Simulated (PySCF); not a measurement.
# Chlorine: a sound run and one with changed settings

Sound run: Cl⁺ [Ne] 3s2 3p4, Cl²⁺ [Ne] 3s2 3p3. Computed with PySCF 2.14 in cc-pVTZ-DK, with scalar relativity by spin-free X2C-1e. In the sound run the correlated levels freeze [Ne]. The sound run starts from symmetry-adapted Hartree-Fock orbitals and uses a fine grid where one is needed.

A second run was set up differently.

| species | method | sound run (hartree) | changed run (hartree) | converged |
| --- | --- | --- | --- | --- |
| Cl⁺ | MP2 | -460.58581 | -460.61807 | yes |
| Cl⁺ | CCSD(T) | -460.61416 | -460.64553 | yes |
| Cl²⁺ | MP2 | -459.72830 | -459.76049 | yes |
| Cl²⁺ | CCSD(T) | -459.75162 | -459.78302 | yes |

Ionisation energy of Cl⁺:

```
 method  sound run (eV)  changed run (eV)
    UHF          22.569            22.569
    MP2          23.334            23.336
SCS-MP2          23.416            23.416
   CCSD          23.443            23.441
CCSD(T)          23.471            23.470
```

(1) What was changed?
A. basis contracted for another Hamiltonian
B. all electrons correlated in a valence basis
C. level shift left on
D. minimal basis

Results:

(1) B. A valence basis has no tight correlating functions, so it recovers only part of the core correlation, and not evenly between atom and ion.
